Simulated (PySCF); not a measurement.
**How the method moves the HOMO and LUMO of `COB(OC)OC`**

Species: C₃H₉BO₃.
Geometry (PBE0-D3(BJ)/def2-SVP, Å), atoms numbered from 1 in this order:
```
atom  x, y, z in Å
C1    -0.4399    2.4299   -0.1378
O2     0.3755    1.3169    0.1156
B3    -0.1475    0.0616    0.1548
O4     0.6636   -1.0056    0.3912
C5     2.0410   -0.8230    0.5875
O6    -1.4796   -0.1298   -0.0462
C7    -2.0219   -1.4236   -0.0282
H8    -1.0862    2.2722   -1.0163
H9    -1.0906    2.6574    0.7231
H10    0.2085    3.2985   -0.3237
H11    2.2464   -0.1803    1.4593
H12    2.4986   -1.8079    0.7592
H13    2.5192   -0.3590   -0.2909
H14   -3.1005   -1.3485   -0.2280
H15   -1.5632   -2.0676   -0.7965
H16   -1.8761   -1.9122    0.9493
```

Basis pcSseg-1 throughout (PySCF), one geometry. Geometry: PBE0-D3(BJ)/def2-SVP, one conformer, isolated molecule.

Q: How do the orbital energies, the gap and the dipole change with the method?

A: 
```tsv
method	kind	HOMO (eV)	LUMO (eV)	gap (eV)	μ (D)	SCF cycles
BLYP	GGA	-6.38	0.81	7.19	0.05	14
B97-D	GGA	-6.54	0.98	7.51	0.05	14
KT2	GGA	-6.63	0.71	7.33	0.05	14
KT3	GGA	-6.66	0.65	7.31	0.05	14
B97-2	global hybrid	-7.82	1.72	9.54	0.05	12
PBE0	global hybrid	-8.08	1.70	9.78	0.05	12
mPW1PW91	global hybrid	-8.13	1.71	9.84	0.05	12
wB97X-D	range-separated hybrid	-10.02	3.58	13.60	0.05	12
HF	Hartree–Fock	-12.10	4.54	16.64	0.06	9
```

The HOMO spans 5.72 eV, from BLYP down to HF, and the gap runs from 7.19 eV (BLYP) to 16.64 eV (HF). Over the methods BLYP (0 %), B97-D (0 %), KT2 (0 %), KT3 (0 %), B97-2 (21 %), PBE0 (25 %), mPW1PW91 (25 %), HF (100 %), a straight line through the gap against the share of exact exchange rises by 0.93 eV for each 10 % (correlation coefficient 0.999). The dipole ranges from 0.05 D (KT2) to 0.06 D (HF). This basis has no diffuse functions.

The vertical ΔSCF ionisation energy at CAM-B3LYP/def2-SVPD is 10.50 eV; −ε(HOMO) comes closest to it with wB97X-D (10.02 eV).
